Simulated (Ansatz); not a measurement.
# Loss of CH4: C4H6F4 → C3H2F4 + CH4

Species: C4H6F4 `CC(F)(F)CC(F)F`, singlet; C3H2F4 `FC(F)=CC(F)F`, singlet; CH4 (methane) `C`, singlet. 

Shapes, held fixed at every level: PBE0-D4/def2-TZVP. Flexible molecules stand in one conformer, not always the lowest. Programs: Ansatz 0.2.0. The zero-point and thermal change to 298 K, harmonic and unscaled (PBE0-D4/def2-TZVP), is -11.5 kJ/mol.

| level | kind | ΔH(298 K) (kJ/mol) | less CCSD(T)/CBS estimate |
| --- | --- | --- | --- |
| PBE-D4/def2-TZVPP | GGA | +115.1 | -19.3 |
| B3LYP-D4/def2-TZVPP | global hybrid | +113.7 | -20.7 |
| PBE0-D4/def2-TZVPP | global hybrid | +131.6 | -2.8 |
| B2PLYP/def2-TZVPP | double hybrid | +114.8 | -19.6 |
| MP2/def2-SVP | perturbation theory | +142.6 | +8.2 |
| CCSD/def2-SVP | coupled cluster or CI | +140.5 | +6.1 |
| CCSD(T)/CBS estimate | coupled cluster or CI | +134.4 | 0.0 |

The highest level, CCSD(T)/CBS estimate, gives ΔH(298 K) = +134.4 kJ/mol; the levels span +113.7 to +142.6. The column of differences is taken from that level and isn't an error. No measured value is set beside it here. The CBS estimate extrapolates MP2 from def2-TZVPP and def2-QZVPP and adds CCSD(T) − MP2 in the triple-zeta set, cores frozen.
